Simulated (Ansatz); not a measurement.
Input for Ansatz (development build ahead of 0.2.0):

```yaml
crystal:
  periodic: [false, false, false]
  atoms:
    - { symbol: Nb, position_ang: [0.0, 0.0, 0.0] }
    - { symbol: Os, position_ang: [0.0, 0.0, 2.8336] }
basis:
  gaussian: { orbitals: def2-TZVPP }
magnetization:
  spin_polarized: true
  initial_magnetization: 1
hamiltonian:
  xc: pbe0
```

The input is written out in the form of the current development build from the run's settings. The basis set brings a core potential for Nb, Os, so the total leaves out those core electrons.

Results

```yaml
Converged: yes
Total_energy: -147.45227 hartree
Spin_squared_of_the_determinant: 3.888
Stability_test: minimum
```

Caution: another spin multiplicity may lie lower; the unrestricted determinant is a mixture of spin states.
